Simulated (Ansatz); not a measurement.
Ideal-gas functions of CH3BrSSn, SMILES `C[S][Sn][Br]` at 400 K and 1 bar, from an Ansatz frequency run at PBE0-D4/def2-TZVP.

Molar mass 245.72 g/mol, point group Cs (symmetry number 1), electronic degeneracy 1, moments of inertia 237.933, 420.181, 654.926 u Å². Harmonic wavenumbers (cm⁻¹, unscaled): 54, 90, 111, 200, 237, 337, 728, 964, 975, 1342, 1465, 1468, 3064, 3159, 3162.

Use S(trans) = R[1.5 ln M + 2.5 ln T − 1.1517]; rotational temperatures θ = 24.2544 K / I; S(rot) = R[ln(√π/σ · √(T³/θAθBθC)) + 1.5]; for each mode x = 1.438777 ν̃/T, S = R[x/(eˣ − 1) − ln(1 − e⁻ˣ)] and H = RT x/(eˣ − 1); 1 cm⁻¹ = 0.0119627 kJ/mol; R = 8.31446 J/(mol·K).

Q: By hand: the entropy, in J/(mol·K).

A: Translation 183.6. Rotation: θ = 0.1019, 0.0577, 0.037 K, giving 127.0. Vibration, mode by mode: 21.95, 17.73, 16.00, 11.23, 9.89, 7.21, 2.34, 1.19, 1.15, 0.39, 0.27, 0.27, 0.00, 0.00, 0.00, in all 89.6. Electronic 0.0. Sum 400.2 J/(mol·K).

Q: By hand: H − E and G − E in kJ/mol, counted from the electronic energy.

A: Zero-point energy ½ × 17356 × 0.0119627 = 103.8; thermal vibration 16.4; translation, rotation and pV give 4 RT = 13.3. H − E = 133.5 kJ/mol, and G − E = 133.5 − 400 × 400.2/1000 = -26.6 kJ/mol.

Vibration gives 22 % of the entropy, 55.7 J/(mol·K) of it from the modes under 150 cm⁻¹: soft modes count most, and the harmonic formula is weakest for them. The sum counts one conformer and one mirror image; others add a mixing term.
